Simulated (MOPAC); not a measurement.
MOPAC input (PM7):

```
PM7 PRECISE GNORM=0.05 LET XYZ GEO-OK AUX(PRECISION=9) THREADS=1
H2S2

S    -0.92221320 1    0.05614290 1    0.47181313 1
S     0.92278838 1    0.05434478 1   -0.47089818 1
H    -1.53509157 1   -0.87361723 1   -0.28708287 1
H     1.52588870 1   -0.89418562 1    0.27244361 1
```

Output:

```
 *******************************************************************************
 **                                                                           **
 **                              MOPAC v23.2.5                                **
 **                                                                           **
 *******************************************************************************
 ** MOPAC's Digital Object Identifier: https://doi.org/10.5281/zenodo.6511958 **
 **                                                                           **
 ** Please cite the open-source release paper for use of this MOPAC version:  **
 ** J. E. Moussa and J. J. P. Stewart (2026)                                  **
 ** MOPAC: An open-source semiempirical molecular orbital program             **
 ** J. Open Source Softw., 11(119), 8025, https://doi.org/10.21105/joss.08025 **
 *******************************************************************************

                              PM7 CALCULATION RESULTS

 *******************************************************************************
 *  PM7        - The PM7 Hamiltonian to be used
 *  GEO-OK     - OVERRIDE INTERATOMIC DISTANCE AND OTHER SAFETY CHECKS
 *  LET        - OVERRIDE SOME SAFETY CHECKS
 *  PRECISE    - TIGHTER CRITERIA TO BE USED
 *  XYZ        - CARTESIAN COORDINATE SYSTEM TO BE USED
 *  GNORM      - EXIT WHEN GRADIENT NORM DROPS BELOW 0.050
 *  AUX        - OUTPUT AUXILIARY INFORMATION
 *******************************************************************************
PM7 PRECISE GNORM=0.05 LET XYZ GEO-OK AUX(PRECISION=9) THREADS=1
 H2S2

   ATOM   CHEMICAL          X               Y               Z
  NUMBER   SYMBOL      (ANGSTROMS)     (ANGSTROMS)     (ANGSTROMS)

     1       S         -0.92221320  *   0.05614290  *   0.47181313  *
     2       S          0.92278838  *   0.05434478  *  -0.47089818  *
     3       H         -1.53509157  *  -0.87361723  *  -0.28708287  *
     4       H          1.52588870  *  -0.89418562  *   0.27244361  *

          CARTESIAN COORDINATES

    NO.       ATOM           X           Y           Z

     1         S         -0.9222      0.0561      0.4718
     2         S          0.9228      0.0543     -0.4709
     3         H         -1.5351     -0.8736     -0.2871
     4         H          1.5259     -0.8942      0.2724

 General Reference for PM7:
 "Optimization of Parameters for Semiempirical Methods VI: More Modifications to the
 NDDO Approximations and Re-optimization of Parameters", J. J. P. Stewart, J. Mol. Mod., 1:32, 19 (2013)
 https://link.springer.com/article/10.1007/s00894-012-1667-x

           Empirical Formula: H2 S2  =     4 atoms

      MOLECULAR POINT GROUP   :   C2

      RHF CALCULATION, NO. OF DOUBLY OCCUPIED LEVELS = 7

          Geometry optimization using EF

          DIAGONAL MATRIX USED AS START HESSIAN

 CYCLE:     1  GRAD.:    23.503 HEAT:  3.380531
 CYCLE:     2  GRAD.:    41.003 HEAT:  3.701562
 CYCLE:     3  GRAD.:    15.682 HEAT:  2.480429
 CYCLE:     4  GRAD.:    33.881 HEAT:  2.864593
 CYCLE:     5  GRAD.:     3.196 HEAT:  2.207642
 CYCLE:     6  GRAD.:     0.738 HEAT:  2.187120
 CYCLE:     7  GRAD.:     0.071 HEAT:  2.184028
 CYCLE:     8  GRAD.:     0.062 HEAT:  2.184005
 CYCLE:     9  GRAD.:     0.058 HEAT:  2.183978
 CYCLE:    10  GRAD.:     0.045 HEAT:  2.183943

     GRADIENT =  0.04541 IS LESS THAN CUTOFF =  0.05000

 -------------------------------------------------------------------------------
 PM7 PRECISE GNORM=0.05 LET XYZ GEO-OK AUX(PRECISION=9) THREADS=1
 H2S2

     GEOMETRY OPTIMISED USING EIGENVECTOR FOLLOWING (EF).
     SCF FIELD WAS ACHIEVED

                              PM7 CALCULATION
                                                       MOPAC v23.2.5 Linux

          FINAL HEAT OF FORMATION =          2.18394 KCAL/MOL =       9.13762 KJ/MOL

          COSMO AREA              =         87.74 SQUARE ANGSTROMS
          COSMO VOLUME            =         72.10 CUBIC ANGSTROMS

          GRADIENT NORM           =          0.04541          =       0.02270 PER ATOM
          IONIZATION POTENTIAL    =          9.378059 EV
          HOMO LUMO ENERGIES (EV) =         -9.378 -1.319
          NO. OF FILLED LEVELS    =          7
          MOLECULAR WEIGHT        =         66.1358         POINT GROUP:  C2

          MOLECULAR DIMENSIONS (Angstroms)

            Atom       Atom       Distance
            H     4    H     3     3.27373
            S     1    S     2     1.10915
            S     2    H     3     0.92574

          SCF CALCULATIONS        =         11

   ATOM   CHEMICAL          X               Y               Z
  NUMBER   SYMBOL      (ANGSTROMS)     (ANGSTROMS)     (ANGSTROMS)

     1       S         -0.90692605  *   0.05430607  *   0.43936419  *
     2       S          0.90748017  *   0.05213002  *  -0.43848275  *
     3       H         -1.62712433  *  -0.86224456  *  -0.22275616  *
     4       H          1.61804023  *  -0.88270767  *   0.20830591  *

                             CARTESIAN COORDINATES

   1    S       -0.906926047     0.054306070     0.439364192
   2    S        0.907480169     0.052130024    -0.438482755
   3    H       -1.627124332    -0.862244555    -0.222756157
   4    H        1.618040228    -0.882707673     0.208305909

           Empirical Formula: H2 S2  =     4 atoms

      MOLECULAR POINT GROUP   :   C2

                  EIGENVALUES
 -28.85423 -23.18621 -14.69003 -12.86389 -11.05701  -9.53192  -9.37806  -1.31851
  -0.75263  -0.69291  -0.25174   0.01373   0.10900   0.19825   0.24723   0.29841
   0.30309   0.85135   2.89579   3.11054

              NET ATOMIC CHARGES AND DIPOLE CONTRIBUTIONS

  ATOM NO.   TYPE          CHARGE      No. of ELECS.   s-Pop       p-Pop       d-Pop
    1          S          -0.157238        6.1572     1.89213     4.09355     0.17156
    2          S          -0.157238        6.1572     1.89213     4.09355     0.17156
    3          H           0.157238        0.8428     0.84276
    4          H           0.157238        0.8428     0.84276
 DIPOLE           X         Y         Z       TOTAL
 POINT-CHG.    -0.007    -1.398    -0.012     1.398
 HYBRID        -0.003    -0.548    -0.005     0.549
 SUM           -0.010    -1.947    -0.016     1.947

          ATOMIC ORBITAL ELECTRON POPULATIONS

     Atom    s        px        py        pz      x^2-y^2     xz        z^2       yz        xy
    1  S   1.89213   1.01953   1.54820   1.52582   0.01772   0.04000   0.01592   0.02985   0.06806
    2  S   1.89213   1.02331   1.53373   1.53650   0.01777   0.03821   0.01666   0.02950   0.06941
    3  H   0.84276
    4  H   0.84276

 **********************
 *                    *
 * JOB ENDED NORMALLY *
 *                    *
 **********************

 == MOPAC DONE ==
```

The geometry given is a B3LYP-D3(BJ)/def2-TZVP minimum.
